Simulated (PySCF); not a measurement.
Input of a response calculation (the driver script's job line, then coordinates in Å):

```
{"job": {"kind": "uv", "xc": "B3LYP", "basis": "def2-SVPD", "nstates": 8, "ntriplets": 3}, "charge": 0, "multiplicity": 1}
B      1.668463    -1.086395     0.634989
C      0.942505    -0.445743    -0.581952
B     -0.147716     0.586892     0.014185
C      0.165634     2.146744     0.092135
O     -1.344882     0.222325     0.471615
C     -1.860560    -1.079466     0.579360
H      2.602145    -0.561007     1.107117
H      1.262451    -2.072330     1.122738
H      0.416900    -1.182967    -1.190808
H      1.617022     0.112505    -1.227029
H      1.118753     2.418719    -0.350581
H     -0.609424     2.729453    -0.400191
H      0.180913     2.471802     1.130600
H     -2.937008    -1.031266     0.402054
H     -1.401112    -1.763594    -0.137172
H     -1.681681    -1.456727     1.589012
```

Its output, with some lines taken out ([cut]) and without the SCF cycles:

```
converged SCF energy = -245.1421436266

[cut]

Singlet excitations
state   eV       nm        f      main configurations
[cut]
  2   5.7942    214.0   0.00097   H-2->L 0.91
  3   6.0983    203.3   0.00635   H-1->L 0.70, H-3->L 0.19
[cut]
  5   7.0944    174.8   0.00281   H->L+2 0.65, H->L+1 0.21
  6   7.1149    174.3   0.00044   H-4->L 0.85
  7   7.2514    171.0   0.03906   H->L+1 0.73, H->L+2 0.22
  8   7.7523    159.9   0.00608   H-5->L 0.96

[cut]
```

Level of theory: TDDFT B3LYP/def2-SVPD, vertical, gas phase, core orbitals frozen in the response in PySCF. Geometry: GFN2-xTB, one conformer, isolated molecule.

Question: What stood in the cut lines?

Answer: 
```
Static polarisability (au): isotropic 69.880, principal 59.709 73.586 76.344
  1   5.2701    235.3   0.03946   H->L 0.95
  4   6.6789    185.6   0.02084   H-3->L 0.72, H-1->L 0.22
Triplet excitations (Tamm-Dancoff, eV): 4.6705 5.2117 5.7201
```

Question: How much of the mean polarisability do the listed states account for?

Answer: The sum over states Σ f/ΔE² (ΔE in hartree) gives 2.22 au, 3% of the total; the rest comes from higher roots of the same response equations.

Question: Which orbital energies lie behind H and L?

Answer: HOMO -7.83 eV and LUMO -1.61 eV, a gap of 6.22 eV; state 1 differs from that by -0.95 eV.

Question: What is the total energy of state 3 at this geometry?

Answer: -245.14214 + 0.22411 = -244.91803 hartree.

Question: Write the structure that the coordinates describe.

Answer: `BCB(C)OC` (C3H10B2O), point group C1.

H and L stand for HOMO and LUMO.

Conformer computed: `[BH2:1][CH2:2][B:3]([CH3:4])[O:5][CH3:6]`: B1–C2–B3–C4 99°, C2–B3–O5–C6 3°.
